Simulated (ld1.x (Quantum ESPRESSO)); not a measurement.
Results of a calculation; reference values are marked as such.
Pseudopotentials across the periodic table

Generated with ld1.x 7.5 (TM, RRKJ, ultrasoft, PAW), atompaw 4.2 or ONCVPSP 4.0.1. The cutoff is in Ry: for ld1.x and atompaw files where the sum of valence levels is converged to 10 mRy in a Bessel basis, for ONCV files where the hardest occupied wave has 1 mHa per electron of residual kinetic energy. The error is the largest all-electron minus pseudo excitation energy over each file’s own four to seven test configurations (ionisations up to +4, promotions, holes and added fractions of an electron), all of which were solved. The labels leave out finer settings (local radius, basis sizes, second energies), which also bear on the numbers. Spin-polarised tests are not counted. The rows are a selection from randomly drawn settings: files with unsolved tests, undetermined cutoffs or missed reference levels are left out.

A true bound ghost makes a file unfit for plane-wave use even where its test errors are small: the radial tests pick states by their node count and pass the ghost by.

```tsv
element	potential	cutoff (Ry)	largest error (meV)	bound ghosts
Cr	TM, BP86, scalar-relativistic, rc 1.30/1.40/1.60 (spd), local s, core correction yes, reference 3s2 3p6 3d4 4s0 4p0	90	+883	none
Ga	PAW, LDA (PZ), scalar-relativistic, rc 1.80/2.95/1.25 (spd), local smoothed, core correction yes, reference 3d10 4s2 4p1	90	-554	none
In	PAW, PBE, scalar-relativistic, rc 2.30/3.05/1.35/4.58 (spdf), local smoothed, core correction yes, reference 4d10 5s2 5p0.75	80	-19	none
Sn	RRKJ, LDA (PZ), scalar-relativistic, rc 2.20/1.85/1.55 (spd), local smoothed, core correction no, reference 4d10 5s2 5p2	70	+543	s
Re	TM, LDA (PZ), fully relativistic, rc 2.05/3.92/2.65 (spd), local s, core correction yes, reference 5d5 6s1.5 6p0	30	-597	none
```

Task: Fill in the row for Fe: TM, PBEsol, scalar-relativistic, rc 2.15/2.40/0.85 (spd), local s, core correction yes, reference 3d6 4s1 4p0.

Result: cutoff 260 Ry, largest error -565 meV, bound ghosts: none.

Task: Fill in the row for Au: TM semilocal, PBE, scalar-relativistic, rc 2.45/3.75/2.05 (spd), local d, core correction no, reference 5d10 6s1 6p0.

Result: cutoff 45 Ry, largest error -147 meV, bound ghosts: none.
